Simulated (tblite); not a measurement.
Species: C7H4F4.
Bonds: F1–C2, C2–C3, C3–C4, C4–C5 (triple), C5–C6, C6–C7 (triple), C7–C8, C8–F9, C8–F10, C8–F11. Hydrogens: H12, H13 on C2; H14, H15 on C3.

The geometry is computed with GFN2-xTB (gas phase).

Task: List the bond lengths, angles and torsions at this level.

Result: 
```csv
bond,length (pm),order
F1–C2,137.0,single
C2–C3,153.1,single
C3–C4,144.2,single
C4≡C5,120.8,triple
C5–C6,135.4,single
C6≡C7,120.8,triple
C7–C8,144.9,single
"C8–F9, C8–F10, C8–F11",134.5,single
"C2–H12, C2–H13",109.5,single
"C3–H14, C3–H15",109.4,single
```

Bonds in one row agree within 1 pm and their mean is given. Orders are formal, as drawn. A selection of angles:
```csv
angle,degrees
F1–C2–C3,110.3
F1–C2–H12,107.0
C3–C2–H12,111.7
H12–C2–H13,110.4
C2–C3–C4,111.5
C2–C3–H14,108.9
C4–C3–H14,109.2
H14–C3–H15,108.8
C3–C4–C5,177.3
C4–C5–C6,178.8
C5–C6–C7,179.4
C6–C7–C8,179.5
C7–C8–F9,112.3
F9–C8–F10,106.6
F10–C8–F11,106.5
```

Torsions: F1–C2–C3–C4 70° (synclinal). The mirror-image conformer, all signs reversed, is as good.

The 4 C–F bonds span 1.344 Å (C8–F9, drawn single) to 1.370 Å (F1–C2, drawn single), a spread of 0.026 Å. The 6 C–C bonds span 1.208 Å (C6≡C7, drawn triple) to 1.531 Å (C2–C3, drawn single), a spread of 0.323 Å.

Point group: C1 (no symmetry element, even within 0.4 Å). Its lowest GFN2-xTB frequency is 5 cm⁻¹, too small to tell a flat minimum from a shallow saddle. One conformer, not necessarily the lowest.
